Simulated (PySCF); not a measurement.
**Basis and Hamiltonian dependence of the excitation energy of Mg**

Mg [Ne] 3s2 (1S) → Mg [Ne] 3s1 4s1 (3S). Calculated with PySCF 2.14 from differences of total energies of unrestricted determinants, without spin-orbit coupling. Values in eV.

```
                                                               basis       Hamiltonian  functions    UHF    LDA   PBE0  MP2 (valence)  CCSD(T) (valence)  CCSD(T) (valence and next inner shell)
                                                      aug-cc-pVDZ-DK     spin-free X2C         27  4.256  5.110  4.955          4.793              5.037                                     n/a
                                                         aug-cc-pVTZ  non-relativistic         50  4.209  5.051  4.905          4.802              5.014                                     n/a
                                                          dyall-av2z  non-relativistic         64  4.213    n/a    n/a          4.777              5.014                                     n/a
    aug-cc-pVTZ with one added diffuse shell each of s, p, d, f type  non-relativistic         66  4.208  5.050  4.904          4.801              5.014                                     n/a
   x2c-QZVPPall with one added diffuse shell each of s, p, d, f type     spin-free X2C         82  4.217  5.053  4.901          4.807              5.020                                   5.089
aug-cc-pCVTZ-DK with one added diffuse shell each of s, p, d, f type     spin-free X2C         91  4.212  5.053  4.906          4.808              5.018                                     n/a
 aug-cc-pVQZ with one added diffuse shell each of s, p, d, f, g type  non-relativistic        109  4.202  5.047  4.898          4.814                n/a                                     n/a
                                                          dyall-av3z  non-relativistic        117  4.202  5.045  4.895          4.805              5.011                                     n/a
                                                          dyall-av3z     spin-free X2C        117  4.210  5.054  4.903          4.812              5.018                                     n/a
                                                         dyall-acv3z     spin-free X2C        122  4.210  5.054  4.903          4.812                n/a                                     n/a
                                                         dyall-acv3z  non-relativistic        122  4.202  5.045  4.895          4.805                n/a                                     n/a
                                                         aug-cc-pV5Z  non-relativistic        131  4.203  5.048  4.897          4.823                n/a                                     n/a
                                                     aug-cc-pCVQZ-DK     spin-free X2C        134  4.213  5.053  4.902          4.826                n/a                                     n/a
```

Q: Estimate the row for aug-cc-pCVTZ (non-relativistic, 75 functions).

A: From the rows with the same Hamiltonian and similar size; the calculation gives UHF 4.21; LDA 5.04; PBE0 4.90; MP2 (valence) 4.80; CCSD(T) (valence) 5.01; CCSD(T) (valence and next inner shell) 5.08 (eV).

Frozen in the all-electron rows: valence: [Ne]; valence and next inner shell: 1s2.

Reference for a calculation without spin-orbit coupling: 5.108 eV (measured, between term centres; NIST).
